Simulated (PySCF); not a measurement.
**Peak assignment**

Bonds (- single, = double, # triple, : aromatic): F1-C2 1.317 Å, C2-F3 1.314 Å, C2-F4 1.318 Å, C2-O5 1.381 Å, O5-C6 1.342 Å, C6=O7 1.252 Å, O7-B8 1.569 Å, B8-O9 1.521 Å, O9-C10 1.270 Å, C10=C11 1.386 Å, C11-C6 1.401 Å. B8 carries H12, H13; C10 carries H14; C11 carries H15. Formal charges: O7 +1, B8 -1.

PySCF 2.14.0 with density-fitted response routines calculation with B3LYP/pcJ-1 coupling constants (spin–dipole term only in couplings to heteroatoms), coordinates at the PBE0-D3(BJ)/def2-SVP level and PBE0/pcSseg-1 with gauge-including orbitals; no relativistic terms, no solvent model, averaged over atoms made equivalent by symmetry, fast rotation or ring inversion, a single conformation.

Shifts are taken against calculated references (same method and geometry level): TMS for ¹³C (184.41 ppm), ¹H (31.27 ppm).

Q: Assign these signals to the numbered atoms. ¹³C{¹H} NMR (computed): δ 186.3 (CH), 174.0 (C, q, J = 1.7 Hz), 125.4 (C, q, J = 347.9 Hz), 85.4 (CH).

A: 
```tsv
δ (ppm)	atoms	environment	reason
186.3	C10	alkene carbon bearing oxygen	an sp2 carbon further deshielded by the attached heteroatom
174.0	C6	ester carbonyl carbon	it is a carbonyl in resonance with an O or N lone pair, the region of acids, esters and amides
125.4	C2	CF3 carbon	4 electronegative neighbours deshield it
85.4	C11	β carbon of an enol-ether or enamine type C=C	the O or N lone pair pushes π density onto this β carbon and shields it
```

Q: Assign these signals to the numbered atoms. ¹H NMR (300 MHz, computed): δ 7.58 (d, J = 4.8 Hz, 1H), 4.78 (d, J = 4.8 Hz, 1H), 4.27 (br, 2H).

A: 
```tsv
δ (ppm)	atoms	environment	reason
7.58	H14	hydrogen on an alkene carbon bearing oxygen	attached to an sp2 carbon and in the plane of the double bond
4.78	H15	hydrogen on a β carbon of an enol-ether or enamine type C=C	lone-pair donation from O or N shields it, upfield of ordinary alkene protons
4.27	H12/H13	hydrogen on a boron bonded to 2 O, in a 6-membered ring	–
```

Hydrogens on boron are broadened and split by ¹¹B (spin 3/2, 80 %) and 10B (spin 3). C–F couplings over four or more bonds (about 3 Hz to the para carbon of a fluoroarene) are left out. Common functionals overestimate the size of one-bond C–F couplings by tens of Hz; these are unscaled. Multiplet labels drop couplings under 1 Hz and merge nearly equal ones. Unscaled 3J(H,H) at this level run about 10 % above measured values. Shifts are as computed. Against solution values, carbons near 30 ppm lie about +2 ppm off and those near 130 ppm about +5 ppm. Of 1313 compounds with measured shifts, 239 miss one by over three times the rms of a fit or turn the order of signals round; such compounds aren't used in these exercises.
